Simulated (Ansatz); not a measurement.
`BN(C)[SiH2]C` + H–F → `BN(C)[SiH2]F` + CH₄  (ligand exchange at the Si–C bond)

Program: Ansatz. Geometries: PBE0-D4/def2-TZVP. ΔE: electronic, gas phase. CCSD(T)/CBS is the MP2 limit (def2-TZVPP, def2-QZVPP) plus CCSD(T) − MP2 in def2-TZVPP, frozen cores. This one scheme is used for every species. DFT in def2-TZVPP. B3LYP here is the variant with VWN-RPA as its local correlation; programs differ in this. One conformer a species, not always the lowest.

Is it downhill or uphill in electronic energy at CCSD(T)/CBS, and by how much? (An estimate is asked.)

The calculation gave: Downhill: ΔE = -148.1 kJ/mol.

What do these levels give: PBE-D4, PBE0-D4, ωB97M-V, B2PLYP, PBE, PBE0, B3LYP, HF/def2-TZVPP, MP2/def2-TZVPP, CCSD(T)/def2-TZVPP, MP2/def2-QZVPP, MP2/CBS(def2)? (Best estimate.)

Computed: PBE-D4 -139.5, PBE0-D4 -141.3, ωB97M-V -151.6, B2PLYP -159.0, PBE -144.5, PBE0 -145.8, B3LYP -161.9, HF/def2-TZVPP -175.5, MP2/def2-TZVPP -148.6, CCSD(T)/def2-TZVPP -148.8, MP2/def2-QZVPP -148.8, MP2/CBS(def2) -147.9 kJ/mol.

Largest T1 diagnostic among the species: 0.012.

The D4 term adds +7.8 kJ/mol with B3LYP and +4.5 kJ/mol with PBE0; it sums over pairs of atoms, weighted by their polarisabilities, and B3LYP, whose exchange is more repulsive, gets the larger term. In def2-TZVPP, CCSD(T) changes the Hartree–Fock value by +26.7 kJ/mol (the triples alone add +3.2 kJ/mol) and MP2 by +26.9 kJ/mol.
